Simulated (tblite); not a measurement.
CH₁₀N₂Si₂.
Numbering: `[NH2:1][CH2:2][SiH2:3][NH:4][SiH3:5]` (hydrogens: H6, H7 on N1; H8, H9 on C2; H10, H11 on Si3; H12 on N4; H13, H14, H15 on Si5)

Geometry (GFN2-xTB, Å), atoms numbered from 1 in this order:
```
atom  x, y, z in Å
N1    -2.0145   -0.9646    0.2180
C2    -1.8829    0.3834   -0.3271
Si3   -0.1339    0.6232   -1.0461
N4     0.9378   -0.1275    0.0759
Si5    2.6635   -0.0654    0.1818
H6    -1.8887   -1.6464   -0.5223
H7    -2.9435   -1.1053    0.6045
H8    -2.6421    0.6117   -1.0898
H9    -2.0523    1.0811    0.4953
H10    0.1532    2.0528   -1.2070
H11   -0.0406   -0.0424   -2.3556
H12    0.4637   -0.6239    0.8150
H13    3.0664   -1.2086    1.0025
H14    3.1990   -0.1472   -1.1767
H15    3.1104    1.1869    0.8039
```

Computed values, GFN2-xTB/tblite, gas phase, harmonic and unscaled. This tight-binding method is rough: wavenumbers can miss measured ones by several per cent, in bad cases by 10 to 20. Modes of hydrogen on silicon can be 10 to 20 % off. One conformer, not necessarily the lowest.

Harmonic wavenumbers (cm⁻¹): 29.1, 53.9, 78.9, 118.3, 198.6, 263.7, 297.7, 321.5, 507.0, 551.1, 570.3, 596.7, 667.8, 723.5, 738.4, 759.5, 792.9, 800.2, 804.7, 834.4, 963.4, 1002.9, 1083.8, 1102.3, 1199.5, 1251.2, 1337.9, 1496.6, 1575.1, 2174.3, 2204.7, 2225.3, 2246.8, 2259.3, 2841.8, 2971.0, 3366.0, 3406.2, 3452.8.

A = 6711, B = 1371, C = 1203 MHz; mass 106.038 u (most abundant isotopes); point group C1, symmetry number 1.

Task: What is the zero-point energy?

Result: Half the sum of the wavenumbers: 23935 cm⁻¹ = 68.43 kcal/mol.

Task: What is S at 298.15 K and 1 bar for an ideal gas of classical rigid rotors and harmonic oscillators?

Result: Translation 39.92, rotation 27.76, vibration 28.65: S = 96.3 cal/(mol K).

Task: And Cp and H(298.15 K) − H(0)?

Result: Cp = 34.94 cal/(mol K), of which vibrations give 27.00 (their classical limit is 39 R = 77.5); H(298.15 K) − H(0) = 6.56 kcal/mol without the zero-point energy, 4.19 from vibrations.

Task: Which modes carry the vibrational entropy at 298.15 K?

Result: 29.1 cm⁻¹: 5.89; 53.9 cm⁻¹: 4.67; 78.9 cm⁻¹: 3.92; 118.3 cm⁻¹: 3.13; 198.6 cm⁻¹: 2.15; 263.7 cm⁻¹: 1.64 cal/(mol K); the other 33 give 7.26 together.

Task: How do the functions run with temperature in this model?

Result: 
| T (K) | S (cal/(mol K)) | Cp (cal/(mol K)) | H − H(0) (kcal/mol) | G − H(0) (kcal/mol) | ln q(vib) |
| --- | --- | --- | --- | --- | --- |
| 100 | 69.2 | 18.0 | 1.34 | -5.58 | 2.39 |
| 200 | 84.2 | 26.3 | 3.55 | -13.29 | 4.97 |
| 300 | 96.6 | 35.1 | 6.63 | -22.34 | 7.39 |
| 500 | 117.9 | 48.5 | 15.09 | -43.85 | 12.00 |
| 800 | 143.6 | 60.8 | 31.66 | -83.23 | 18.34 |
| 1000 | 157.8 | 66.2 | 44.39 | -113.40 | 22.16 |

q(vib) and H(0) count from the zero-point level.

Hindered rotation and anharmonicity are outside this model. Other conformers, if any are populated, would add a mixing term that is left out. The structure is chiral; the term R ln 2 for an equal mix with its mirror image is left out.
